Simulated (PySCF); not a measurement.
F3In, charge -1, doublet, geometry from GFN2-xTB (such geometries of metal compounds can be far from the true shape) (a state made from the parent by changing its charge; the spin is typed, not shown lowest) (all electrons, no relativity); HF/3-21G in PySCF.

The PySCF input:
```python
from pyscf import gto, scf

mol = gto.M(
    atom='''
In   -0.00000000    0.00000000   -0.00000000
F    -1.95003473   -1.18606829    0.03491373
F     0.01763842    2.14457977   -0.78171535
F     1.93239631   -0.95851148    0.74680162
''',
    basis='3-21g',
    charge=-1,
    spin=1,
    verbose=4,
)

mf = scf.UHF(mol)
mf.level_shift = 1.0
mf.max_cycle = 100
mf.kernel()
mf.analyze()
```

Problem. Write the output that PySCF gives for this input, abridged.

Solution. 
```
PySCF version 2.14.0

[INPUT] verbose = 4
[INPUT] num. atoms = 4
[INPUT] num. electrons = 77
[INPUT] charge = -1
[INPUT] spin (= nelec alpha-beta = 2S) = 1
[INPUT] symmetry False subgroup None
[INPUT] Mole.unit = angstrom
[INPUT] Symbol           X                Y                Z      unit          X                Y                Z       unit  Magmom
[...]
nuclear repulsion = 339.225872489852
number of shells = 28
number of NR pGTOs = 126
number of NR cGTOs = 58
basis = 3-21g
ecp = {}

******** <class 'pyscf.scf.uhf.UHF'> ********
method = UHF
initial guess = minao
damping factor = 0
level_shift factor = 1.0
DIIS = <class 'pyscf.scf.diis.CDIIS'>
diis_start_cycle = 1
diis_space = 8
diis_damp = 0
SCF conv_tol = 1e-09
SCF conv_tol_grad = None
SCF max_cycles = 100
direct_scf = True
direct_scf_tol = 1e-13
number electrons alpha = 39  beta = 38
Set gradient conv threshold to 3.16228e-05
init E= -5998.46639583198

cycle= 1 E= -6011.27593714459  delta_E= -12.8  |g|= 0.756  |ddm|= 1.08
cycle= 2 E= -6011.42692051535  delta_E= -0.151  |g|= 0.149  |ddm|= 0.371
cycle= 3 E= -6011.44007579346  delta_E= -0.0132  |g|= 0.0825  |ddm|= 0.109
cycle= 4 E= -6011.4464443143  delta_E= -0.00637  |g|= 0.0486  |ddm|= 0.0881
cycle= 5 E= -6011.44926037023  delta_E= -0.00282  |g|= 0.0304  |ddm|= 0.067
cycle= 6 E= -6011.45048033819  delta_E= -0.00122  |g|= 0.0202  |ddm|= 0.0505
cycle= 7 E= -6011.45101458128  delta_E= -0.000534  |g|= 0.0135  |ddm|= 0.0366
cycle= 8 E= -6011.45123196159  delta_E= -0.000217  |g|= 0.00913  |ddm|= 0.0236
cycle= 9 E= -6011.45133014935  delta_E= -9.82e-05  |g|= 0.00584  |ddm|= 0.0166
cycle= 10 E= -6011.4513701492  delta_E= -4e-05  |g|= 0.00386  |ddm|= 0.0107
cycle= 11 E= -6011.45138897381  delta_E= -1.88e-05  |g|= 0.00249  |ddm|= 0.00782
cycle= 12 E= -6011.45139700084  delta_E= -8.03e-06  |g|= 0.00164  |ddm|= 0.00514
cycle= 13 E= -6011.45140066587  delta_E= -3.67e-06  |g|= 0.00106  |ddm|= 0.00357
cycle= 14 E= -6011.45140224307  delta_E= -1.58e-06  |g|= 0.000697  |ddm|= 0.00234
cycle= 15 E= -6011.45140296024  delta_E= -7.17e-07  |g|= 0.000453  |ddm|= 0.00159
cycle= 16 E= -6011.45140327078  delta_E= -3.11e-07  |g|= 0.0003  |ddm|= 0.00104
cycle= 17 E= -6011.45140340962  delta_E= -1.39e-07  |g|= 0.000197  |ddm|= 0.000685
cycle= 18 E= -6011.45140347026  delta_E= -6.06e-08  |g|= 0.00013  |ddm|= 0.000447
cycle= 19 E= -6011.45140349699  delta_E= -2.67e-08  |g|= 8.61e-05  |ddm|= 0.000294
cycle= 20 E= -6011.45140350886  delta_E= -1.19e-08  |g|= 5.74e-05  |ddm|= 0.000194
cycle= 21 E= -6011.45140351409  delta_E= -5.23e-09  |g|= 3.83e-05  |ddm|= 0.000129
cycle= 22 E= -6011.45140351642  delta_E= -2.33e-09  |g|= 2.54e-05  |ddm|= 8.64e-05
cycle= 23 E= -6011.45140351744  delta_E= -1.02e-09  |g|= 1.67e-05  |ddm|= 5.72e-05
cycle= 24 E= -6011.45140351788  delta_E= -4.35e-10  |g|= 1.11e-05  |ddm|= 3.81e-05
Extra cycle  E= -6011.45140351818  delta_E= -3.07e-10  |g|= 4.87e-06  |ddm|= 4.61e-05
converged SCF energy = -6011.45140351818  <S^2> = 0.78006045  2S+1 = 2.0298379
**** SCF Summaries ****
Total Energy =                       -6011.451403518182815
Nuclear Repulsion Energy =             339.225872489851668
One-electron Energy =                -9006.481462984491372
Two-electron Energy =                 2655.804186976457004
Two-electron Coulomb Energy =         2840.256708103348956
DFT Exchange-Correlation Energy =     -184.452521126891952
**** MO energy ****
                             alpha | beta                alpha | beta
[...]
To work with the spin densities directly, `use mulliken_meta_spin()` only printing them here.

 ** Mulliken spin pop alpha/beta on meta-lowdin orthogonal AOs **
 ** Mulliken Spin Density (per AO)  **
spin_pop of  0 In 1s        0.00000
spin_pop of  0 In 2s        0.00001
spin_pop of  0 In 3s        0.00004
spin_pop of  0 In 4s        0.00025
spin_pop of  0 In 5s        0.60534
spin_pop of  0 In 6s        0.01555
spin_pop of  0 In 2px      -0.00000
spin_pop of  0 In 2py      -0.00000
spin_pop of  0 In 2pz      -0.00000
spin_pop of  0 In 3px      -0.00000
spin_pop of  0 In 3py      -0.00000
spin_pop of  0 In 3pz      -0.00000
spin_pop of  0 In 4px      -0.00009
spin_pop of  0 In 4py      -0.00009
spin_pop of  0 In 4pz      -0.00005
spin_pop of  0 In 5px      -0.05868
spin_pop of  0 In 5py      -0.05340
spin_pop of  0 In 5pz      -0.00373
spin_pop of  0 In 6px      -0.00516
spin_pop of  0 In 6py      -0.00477
spin_pop of  0 In 6pz      -0.00105
spin_pop of  0 In 3dxy      0.00000
spin_pop of  0 In 3dyz      0.00000
spin_pop of  0 In 3dz^2     0.00000
spin_pop of  0 In 3dxz      0.00000
spin_pop of  0 In 3dx2-y2    0.00000
spin_pop of  0 In 4dxy      0.00002
spin_pop of  0 In 4dyz      0.00029
spin_pop of  0 In 4dz^2     0.00060
spin_pop of  0 In 4dxz      0.00009
spin_pop of  0 In 4dx2-y2    0.00001
spin_pop of  1 F 1s       -0.00000
spin_pop of  1 F 2s        0.00851
spin_pop of  1 F 3s        0.00003
spin_pop of  1 F 2px       0.11952
spin_pop of  1 F 2py       0.04314
spin_pop of  1 F 2pz      -0.00178
spin_pop of  1 F 3px      -0.00064
spin_pop of  1 F 3py      -0.00035
spin_pop of  1 F 3pz      -0.00017
spin_pop of  2 F 1s       -0.00000
spin_pop of  2 F 2s        0.00851
spin_pop of  2 F 3s        0.00003
spin_pop of  2 F 2px      -0.00167
spin_pop of  2 F 2py       0.14490
spin_pop of  2 F 2pz       0.01766
spin_pop of  2 F 3px      -0.00018
spin_pop of  2 F 3py      -0.00073
spin_pop of  2 F 3pz      -0.00024
spin_pop of  3 F 1s       -0.00000
spin_pop of  3 F 2s        0.00851
spin_pop of  3 F 3s        0.00003
spin_pop of  3 F 2px       0.11734
spin_pop of  3 F 2py       0.02759
spin_pop of  3 F 2pz       0.01595
spin_pop of  3 F 3px      -0.00063
spin_pop of  3 F 3py      -0.00029
spin_pop of  3 F 3pz      -0.00023
 ** Mulliken Spin Density (per atom)  **
spin density of  0 In =      0.49519
spin density of  1 F =      0.16827
spin density of  2 F =      0.16827
spin density of  3 F =      0.16827
 ** Mulliken pop alpha/beta on meta-lowdin orthogonal AOs **
 ** Mulliken pop       alpha | beta **
In total            39.00000 | 38.00000
 ** Mulliken atomic charges   ( Nelec_alpha | Nelec_beta ) **
charge of  0In =      0.83251  (    24.33134     23.83615 )
charge of  1F =     -0.61084  (     4.88955      4.72128 )
charge of  2F =     -0.61084  (     4.88955      4.72128 )
charge of  3F =     -0.61084  (     4.88955      4.72128 )

WARN: System has nonzero charge -1; the dipole moment is origin-dependent.
Location of origin: [0. 0. 0.]

Dipole moment(X, Y, Z, Debye):  0.00000, -0.00000,  0.00000
```
